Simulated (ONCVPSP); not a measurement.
What one change does to a pseudopotential (germanium (Ge), ONCV)

```
Element                 : Ge
Generator               : ONCVPSP 4.0.1
Type                    : optimised norm-conserving Vanderbilt (ONCV)
Functional              : PBE
Relativity              : scalar-relativistic
Frozen core             : [Ar]
Valence charge          : 14
Reference configuration : 3d10 4s2 4p1 (charge +1)
Partial waves           : 4s: rc 1.45 bohr, ncon 4, nbas 8, qcut 5.2 1/bohr, 1 projector; 4p: rc 2.20 bohr, ncon 5, nbas 8, qcut 4.1 1/bohr, 2 projectors, debl 1.6 Ha; 3d: rc 1.25 bohr, ncon 5, nbas 10, qcut 13.5 1/bohr, 2 projectors, debl 1.1 Ha
Local potential         : polynomial inside 1.05 bohr (lpopt 4, dvloc0 0 Ha)
Core correction         : Teter function, fcfact 2.25, rcfact 1.15
```

In the d channel the program set the typed energies aside and used -1.408, 0.250 Ha.

Change: s: qcut 4.8; p: qcut 3.8; d: qcut 12.5.

Cutoffs: the cutoffs (Ha) at which the residual kinetic energy of the hardest occupied pseudo-wave falls to 1 and 0.1 mHa per electron; they do not see the model core or the augmentation charge, which bear on the density cutoff. Errors are all-electron minus pseudo energies relative to the spin-unpolarised reference configuration.

Predict the effect on cutoff, ghosts and configuration errors.

The potential gets softer (75 Ha and 83 Ha → 69 Ha and 77 Ha); both files keep a bound ghost (s); the errors of the 3 common tests hardly move.

| quantity | base | changed |
| --- | --- | --- |
| cutoff, loose | 75 Ha | 69 Ha |
| cutoff, tight | 83 Ha | 77 Ha |
| loose cutoff by channel | s 9.0 Ha, p 6.9 Ha, d 75 Ha | s 9.0 Ha, p 6.8 Ha, d 69 Ha |
| bound ghosts | s | s |
| GHOST(+) flags under 300 eV | none | none |
| tests with a reliable result | 3 of 4 | 3 of 4 |
| error for 3d10 4s2 4p0, meV [ΔE 15.44 eV] | +15 | +16 |
| error for 3d10 4s1 4p0, meV [ΔE 50.23 eV] | +150 | +150 |
| error for 3d10 4s1 4p2, meV [ΔE 8.72 eV] | +3.5 | +3.9 |
| s: phases at 1.48 bohr within 0.05 rad from the reference energy up to (Ha; the scan ends near 5) | -0.6 | -0.6 |
| p: phases at 2.23 bohr within 0.05 rad from the reference energy up to (Ha; the scan ends near 5) | 2.6 | 2.6 |
| d: phases at 1.27 bohr within 0.05 rad from the reference energy up to (Ha; the scan ends near 5) | to the end of the scan | to the end of the scan |
| rms error of d²Exc/dni dnj with the model core, mHa | 4.92 | 4.82 |

 A true bound ghost makes a file unfit for plane-wave use even where its test errors are small: the radial tests pick states by their node count and pass the ghost by.
